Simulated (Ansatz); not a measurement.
Basis sets compared for Ge2F5⁻. Charge -1, multiplicity 1. Geometry PBE0-D4/def2-SVPD. Ansatz on 4 threads of Arm Neoverse V1 on a shared host; times are rough, and most runs start from earlier orbitals.

```xyz
7

Ge   -1.394   -0.772    1.356
Ge    1.206    0.552   -0.953
F    -0.610    0.071   -0.236
F    -0.288   -2.197    1.230
F     0.749   -0.073   -2.589
F     0.660    2.247   -1.274
F    -0.323    0.172    2.466
```

The 6-31G sets use Cartesian d functions. The structure comes from a short search, and lower isomers may exist.

```json
{"level": "HF/STO-3G", "functions": "61", "energy (Eh)": "-4593.6568", "HOMO (eV)": "-0.57", "LUMO (eV)": "12.95", "wall time": "0.35 s"}
{"level": "HF/6-31G", "functions": "103", "energy (Eh)": "-4647.4744", "HOMO (eV)": "-6.07", "LUMO (eV)": "6.61", "wall time": "0.8 s"}
{"level": "PBE-D4/def2-SVPD", "functions": "191", "energy (Eh)": "-4651.6102", "HOMO (eV)": "-2.29", "LUMO (eV)": "2.46", "wall time": "2.7 s"}
{"level": "PBE0-D4/def2-SVPD", "functions": "191", "energy (Eh)": "-4651.6879", "HOMO (eV)": "-3.46", "LUMO (eV)": "3.22", "wall time": "4.5 s"}
```

Question: Estimate the rows for PBE-D4/def2-TZVPD, PBE0-D4/def2-TZVPD.

Answer: 
```csv
level,functions,energy (Eh),HOMO (eV),LUMO (eV),wall time
PBE-D4/def2-TZVPD,308,-4652.7131,-2.22,2.44,4.6 s
PBE0-D4/def2-TZVPD,308,-4652.7930,-3.38,3.16,11 s
```
